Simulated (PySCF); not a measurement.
# Ga (gallium, neutral) across methods

[Ar] 3d10 4s2 4p1, 2P determinant. Calculation: PySCF 2.14, in aug-cc-pVTZ-DK (7s6p4d2f, 59 functions); scalar relativity by spin-free X2C-1e.

| method | E (hartree) | mean ε 4s α (eV) | mean ε 4s β (eV) | mean ε 4p α (eV) | Σ⟨r²⟩ (bohr²) | ⟨S²⟩ |
| --- | --- | --- | --- | --- | --- | --- |
| LDA | -1940.676 | -9.371 | -8.845 | -2.936 | 39.60 | 0.751 |
| revPBE | -1943.721 | -9.053 | -8.443 | -2.931 | 39.93 | 0.753 |
| PBE | -1943.557 | -9.131 | -8.545 | -2.938 | 39.87 | 0.752 |
| r2SCAN | -1943.800 | -9.390 | -8.753 | -3.187 | 39.18 | 0.756 |
| UHF | -1942.17442 | -12.679 | -11.018 | -5.807 | 40.44 | 0.762 |
| CAM-B3LYP | -1943.959 | -11.659 | -10.830 | -4.781 | 39.44 | 0.753 |
| TPSS | -1943.812 | -9.186 | -8.435 | -3.008 | 39.40 | 0.753 |
| PBE0 | -1943.571 | -10.195 | -9.373 | -3.762 | 39.57 | 0.753 |
| B3LYP | -1943.883 | -10.049 | -9.406 | -3.525 | 39.76 | 0.752 |
